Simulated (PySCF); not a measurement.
C2H8GeSe, singlet, at a GFN2-xTB geometry, with bond 12-9 at 2.4 times its length; CASSCF(4,5)+NEVPT2/STO-3G (PySCF).

The PySCF input:
```python
from pyscf import gto, scf, mcscf, mrpt
import numpy

mol = gto.M(
    atom='''
Se    0.501658    0.380548    0.872535
C     1.802826   -0.678234   -0.189341
C     1.982867   -0.145667   -1.594656
H     1.446863   -1.709854   -0.195621
H     2.734964   -0.627376    0.374853
H     2.301157    0.894580   -1.573232
H     1.048126   -0.210703   -2.153639
H     2.738927   -0.730012   -2.117276
Ge   -1.392205   -0.148735   -0.356015
H    -1.298150   -1.572309   -0.836152
H    -2.609918   -0.002232    0.501698
H    -1.847543    1.941467   -3.270428
''',
    basis='sto-3g',
    charge=0,
    spin=0,
    verbose=4,
)

mf = scf.RHF(mol)
mf.kernel()
mc = mcscf.CASSCF(mf, 5, 4)
mc.fix_spin_(ss=0.0)
mc.kernel()
occ = numpy.linalg.eigvalsh(mc.fcisolver.make_rdm1(mc.ci, mc.ncas, mc.nelecas))[::-1]
ss = mc.fcisolver.spin_square(mc.ci, mc.ncas, mc.nelecas)[0]
print('natural occupations', occ.round(4), ' <S^2>', round(ss, 4))
e2 = mrpt.NEVPT(mc).kernel()
print('E(NEVPT2) = %.10f' % (mc.e_tot + e2))
```

It wrote (shortened):

```
PySCF version 2.14.0

[INPUT] verbose = 4
[INPUT] num. atoms = 12
[INPUT] num. electrons = 86
[INPUT] charge = 0
[INPUT] spin (= nelec alpha-beta = 2S) = 0
[INPUT] symmetry False subgroup None
[INPUT] Mole.unit = angstrom
[INPUT] Symbol           X                Y                Z      unit          X                Y                Z       unit  Magmom
[...]
nuclear repulsion = 538.248256168655
number of shells = 30
number of NR pGTOs = 162
number of NR cGTOs = 54
basis = sto-3g
ecp = {}

******** <class 'pyscf.scf.hf.RHF'> ********
method = RHF
initial guess = minao
damping factor = 0
level_shift factor = 0
DIIS = <class 'pyscf.scf.diis.CDIIS'>
diis_start_cycle = 1
diis_space = 8
diis_damp = 0
SCF conv_tol = 1e-09
SCF conv_tol_grad = None
SCF max_cycles = 50
direct_scf = True
direct_scf_tol = 1e-13
Set gradient conv threshold to 3.16228e-05
Initial guess from minao.
init E= -4498.54014716759
[...]
cycle= 1 E= -4504.03767863725  delta_E= -5.5  |g|= 0.588  |ddm|= 4.07
[...]
cycle= 2 E= -4504.29223445163  delta_E= -0.255  |g|= 0.252  |ddm|=  3.5
[...]
cycle= 3 E= -4504.33094632104  delta_E= -0.0387  |g|= 0.313  |ddm|= 2.91
[...]
cycle= 4 E= -4504.46615353928  delta_E= -0.135  |g|= 0.154  |ddm|= 0.943
[...]
cycle= 5 E= -4504.48245247514  delta_E= -0.0163  |g|= 0.0959  |ddm|= 0.267
[...]
cycle= 6 E= -4504.48758900937  delta_E= -0.00514  |g|= 0.0618  |ddm|= 0.129
[...]
cycle= 7 E= -4504.48989872443  delta_E= -0.00231  |g|= 0.0364  |ddm|= 0.0833
[...]
cycle= 8 E= -4504.49095715672  delta_E= -0.00106  |g|= 0.0132  |ddm|= 0.0742
[...]
cycle= 9 E= -4504.49109725394  delta_E= -0.00014  |g|= 0.00475  |ddm|= 0.0272
[...]
cycle= 10 E= -4504.49111799615  delta_E= -2.07e-05  |g|= 0.00093  |ddm|= 0.0129
[...]
cycle= 11 E= -4504.49111878303  delta_E= -7.87e-07  |g|= 0.000257  |ddm|= 0.00263
[...]
cycle= 12 E= -4504.49111884604  delta_E= -6.3e-08  |g|= 1.05e-05  |ddm|= 0.000874
[...]
cycle= 13 E= -4504.49111884616  delta_E= -1.11e-10  |g|= 3.41e-06  |ddm|= 4.43e-05
[...]
Extra cycle  E= -4504.49111884616  delta_E= -9.09e-12  |g|= 2.39e-06  |ddm|= 1.48e-05
converged SCF energy = -4504.49111884616

******** <class 'pyscf.mcscf.mc1step.CASSCF'> ********
CAS (2e+2e, 5o), ncore = 41, nvir = 8
max_cycle_macro = 50
max_cycle_micro = 4
conv_tol = 1e-07
conv_tol_grad = None
orbital rotation max_stepsize = 0.02
orbital rotation threshold for CI restart = 0.01
augmented hessian ah_max_cycle = 30
augmented hessian ah_conv_tol = 1e-12
augmented hessian ah_linear dependence = 1e-14
[...]
CASCI E = -4504.67236497485  S^2 = 0.0000000
CASSCF energy = -4504.69289836603
CASCI E = -4504.69289836603  E(CI) = -2.82072397592310  S^2 = 0.0000000
[...]
4 H 1s          -0.03718  -0.01405   0.01397  -0.01277  -0.34338
5 H 1s          -0.02557   0.00288  -0.00280  -0.02192  -0.00369
6 H 1s          -0.02231   0.00150  -0.00058  -0.01687  -0.01317
7 H 1s           0.05505  -0.00012   0.00061   0.05457   0.01231
8 Ge 1s          0.00004  -0.00029   0.00029  -0.00001  -0.00016
8 Ge 2s         -0.00019   0.00154  -0.00171   0.00011   0.00159
8 Ge 3s          0.00001   0.00013   0.00014  -0.00006  -0.00152
8 Ge 4s         -0.03835   0.28999  -0.29730   0.00692   0.16487
8 Ge 2px        -0.00010  -0.00002   0.00002   0.00003   0.00058
8 Ge 2py        -0.00001   0.00051  -0.00054   0.00001   0.00033
8 Ge 2pz        -0.00003  -0.00062   0.00066  -0.00001   0.00063
8 Ge 3px         0.00192   0.00030  -0.00033  -0.00034  -0.00934
8 Ge 3py         0.00016  -0.00816   0.00864  -0.00011  -0.00519
8 Ge 3pz         0.00045   0.00997  -0.01058   0.00015  -0.00985
8 Ge 4px        -0.04860  -0.02564   0.02520  -0.01411   0.28681
8 Ge 4py        -0.03685   0.36848  -0.37386   0.02107   0.15899
8 Ge 4pz        -0.04786  -0.45971   0.46579   0.00872   0.31513
8 Ge 3dxy        0.00244   0.00433  -0.00423  -0.00313   0.01461
8 Ge 3dyz        0.00601   0.01636  -0.01522  -0.00778   0.00678
8 Ge 3dz^2       0.00556  -0.01192   0.01112  -0.00450  -0.00138
8 Ge 3dxz        0.00605  -0.00917   0.00822  -0.00687   0.02290
8 Ge 3dx2-y2    -0.02176   0.00217  -0.00219   0.01907   0.03785
9 H 1s          -0.02638  -0.10057   0.10153   0.03663   0.05174
10 H 1s          0.05631  -0.09594   0.09685  -0.04697  -0.08521
11 H 1s         -0.00016   0.71277   0.70138  -0.00003   0.00148
<CAS-nat-orb|mo-hf>  42     40       0.74552384
<CAS-nat-orb|mo-hf>  42     41      -0.46869362
<CAS-nat-orb|mo-hf>  43     43       0.98202020
<CAS-nat-orb|mo-hf>  44     44       0.99522954
<CAS-nat-orb|mo-hf>  45     45      -0.61899321
<CAS-nat-orb|mo-hf>  45     46       0.73866276
<CAS-nat-orb|mo-hf>  46     45       0.46482663
<CAS-nat-orb|mo-hf>  46     46       0.44342670
<CAS-nat-orb|mo-hf>  46     49      -0.49616463
<CAS-nat-orb|mo-hf>  46     54      -0.51974415
Sr    (-1)',   E = -0.00009886904957
Si    (+1)',   E = -0.00288399549714
Sijrs (0)  ,   E = -0.09342384084144
Sijr  (+1) ,   E = -0.02104398805530
Srsi  (-1) ,   E = -0.00351637969406
Srs   (-2) ,   E = -0.00017162417780
Sij   (+2) ,   E = -0.00574817118311
Sir   (0)' ,   E = -0.01227632851943
Nevpt2 Energy = -0.139163197017867
E(NEVPT2) = -4504.8320615630
```
